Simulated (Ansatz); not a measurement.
One geometry of B3F2, several levels of theory.

```yaml
crystal:
  periodic: [false, false, false]
  atoms:
    - {symbol: B, position_ang: [-0.000277, -0.001121, -0.001269]}
    - {symbol: B, position_ang: [1.501079, -0.226965, -0.125150]}
    - {symbol: B, position_ang: [-1.501205, 0.226288, 0.124920]}
    - {symbol: F, position_ang: [2.776084, -0.418163, -0.230431]}
    - {symbol: F, position_ang: [-2.775692, 0.419961, 0.231940]}
basis:
  gaussian: {orbitals: def2-TZVP, initial_orbitals: start.molden}
magnetization: {spin_polarized: true, initial_magnetization: 1}
hamiltonian: {xc: pbe0, dispersion: d4}
scf: {omitted_lower_state_checks: [starts]}
output: {orbitals: {seedname: orbitals}}
```

The file start.molden holds the orbitals of an earlier run on this structure, at another level or in another basis.

```sh
$ ansatz run in.yaml --threads 4 --pin off --events-out ev --progress --plain --max-ram 3916MiB
```

It prints (some lines left out):

```
Functional definition: PBE0
819 factors; their error is unknown
mean field evaluation 1: about -7452.5796 eV, gradient 1.2e2 eV
mean field evaluation 2: about -7456.3250 eV, gradient 4.0e0 eV
mean field evaluation 4: about -7456.3984 eV, gradient 1.6e-1 eV
mean field evaluation 8: about -7456.3985 eV, gradient 2.1e-5 eV
mean field -7456.39847486 eV, -274.0175898225 hartree, gradient 5.1e-6 eV, S^2 0.752552; 0 other end points of the search recorded, 0 dependent functions left out
reference -7456.39850416 eV, -274.0175908994 hartree; 17, 16 occupied and 138, 139 virtual orbitals, 819 factors
Total energy: -7456.47086275 eV, -274.0202500285 hartree
Checks for a lower state left out: starts
```

Run time 7 s (4 threads of Arm Neoverse V1 on a shared host).

As the first input, with `gaussian: {orbitals: 6-31G}`, `hamiltonian: {xc: hf}` (abridged; 1.5 s):

```
Functional definition: HF
mean field evaluation 16: about -7423.4525 eV, gradient 6.6e-1 eV
mean field evaluation 32: about -7423.4637 eV, gradient 1.4e-6 eV
mean field evaluation 64: about -7423.4637 eV, gradient 1.1e-4 eV
mean field -7423.46371932 eV, -272.8072598806 hartree, gradient 2.2e-7 eV, S^2 0.965866; 1 other end points of the search recorded, 0 dependent functions left out
Total energy: -7423.46371932 eV, -272.8072598806 hartree
Checks for a lower state left out: starts
```

As the first input, with `gaussian: {orbitals: def2-TZVPD, initial_orbitals: start.molden}` (abridged; 36 s):

```
Functional definition: PBE0
mean field evaluation 16: about -7456.4163 eV, gradient 5.6e-2 eV
mean field evaluation 32: about -7456.4163 eV, gradient 1.1e-6 eV
mean field -7456.41628176 eV, -274.0182442143 hartree, gradient 1.1e-7 eV, S^2 0.752572
Total energy: -7456.48867947 eV, -274.0209047811 hartree
Checks for a lower state left out: starts
```

As the first input, with `hamiltonian: {xc: {name: LC-wPBE}}` (abridged; 7.5 s):

```
Functional definition: LC-wPBE
mean field -7459.04026841 eV, -274.1146739451 hartree, gradient 5.0e-6 eV, S^2 0.753110
Total energy: -7459.04026842 eV, -274.1146739453 hartree
Checks for a lower state left out: starts
```

As the first input, with `hamiltonian: {xc: {name: r2SCAN0}, dispersion: d4}` (abridged; 12 s):

```
Functional definition: r2SCAN0
mean field evaluation 16: about -7460.0370 eV, gradient 9.7e-6 eV
mean field -7460.03698112 eV, -274.1513024616 hartree, gradient 9.7e-6 eV, S^2 0.753980
Total energy: -7460.06103259 eV, -274.1521863368 hartree
Checks for a lower state left out: starts
```

First input, but with `hamiltonian: {xc: hf}` (abridged; 4 s):

```
Functional definition: HF
mean field evaluation 16: about -7429.1338 eV, gradient 1.2e-4 eV
mean field -7429.13376672 eV, -273.0156302792 hartree, gradient 8.4e-6 eV, S^2 1.036017; 1 other end points of the search recorded, 0 dependent functions left out
Total energy: -7429.13376672 eV, -273.0156302792 hartree
Checks for a lower state left out: starts
```

The first input with `hamiltonian: {xc: {text: "exchange = 0.90*pbe_x + 0.10*exact_x\ncorrelation = pbe_c"}}` (abridged; 6.5 s):

```
Functional definition: unnamed
mean field -7456.30078038 eV, -274.0139996166 hartree, gradient 8.5e-6 eV, S^2 0.752337
Total energy: -7456.30081635 eV, -274.0140009386 hartree
Checks for a lower state left out: starts
```

Geometry: PBE-D4/def2-SVP.

LC-ωPBE has ω = 0.4 bohr⁻¹. At HF/6-31G, HF/def2-TZVP the charge 0 doublet is spin-contaminated (final ⟨S²⟩ up to 1.04, 0.75 for a pure state). The structure comes from a short search, and lower isomers may exist.
